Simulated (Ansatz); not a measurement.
Reaction (ligand exchange at the Si–N bond): `N[SiH](Cl)Cl` + H–F → `F[SiH](Cl)Cl` + NH₃

Program: Ansatz. Geometries: PBE0-D4/def2-TZVP. ΔE: electronic, gas phase. CCSD(T)/CBS is the MP2 limit (def2-TZVPP, def2-QZVPP) plus CCSD(T) − MP2 in def2-TZVPP, frozen cores. This one scheme is used for every species. DFT in def2-TZVPP. B3LYP here is the variant with VWN-RPA as its local correlation; programs differ in this. HSE06 is defined as in plane-wave codes. One conformer a species, not always the lowest.

(1) Is it downhill or uphill in electronic energy at CCSD(T)/CBS, and by how much? (Best estimate.)

(2) What do these levels give: r2SCANh-D4, HSE06-D4, CAM-B3LYP-D4, ωB97X-V, PBE-QIDH, B3LYP, BHLYP, CCSD/def2-SVP, HF/def2-TZVPP, SCS-MP2/def2-TZVPP, CCSD(T)/def2-TZVPP, HF/def2-QZVPP? (An estimate is asked.)

(3) What do rigid-rotor, harmonic-oscillator terms from PBE0-D4/def2-TZVP frequencies (298.15 K, 1 bar) make of the CCSD(T)/CBS value? (Estimate.)

Largest T1 diagnostic among the species: 0.010.

Results:

(1) Ansatz gave: Downhill: ΔE = -75.2 kJ/mol.

(2) Ansatz gave: r2SCANh-D4 -79.8, HSE06-D4 -71.6, CAM-B3LYP-D4 -80.4, ωB97X-V -78.5, PBE-QIDH -73.7, B3LYP -84.3, BHLYP -84.2, CCSD/def2-SVP -75.2, HF/def2-TZVPP -87.4, SCS-MP2/def2-TZVPP -78.3, CCSD(T)/def2-TZVPP -77.0, HF/def2-QZVPP -89.1 kJ/mol.

(3) The calculation gave: ΔZPE = +5.2 kJ/mol, ΔH = -71.6 kJ/mol, ΔS = 1 J/(mol·K), ΔG = -72.0 kJ/mol.

From r2SCAN to r2SCAN0 (25 % exact exchange), in def2-TZVPP and without D4, ΔE moves by +3.3 kJ/mol. In def2-TZVPP, CCSD(T) changes the Hartree–Fock value by +10.4 kJ/mol (the triples alone add +1.3 kJ/mol) and MP2 by +13.6 kJ/mol. The D4 term adds +6.1 kJ/mol with B3LYP and +3.3 kJ/mol with PBE0; it sums over pairs of atoms, weighted by their polarisabilities, and B3LYP, whose exchange is more repulsive, gets the larger term.
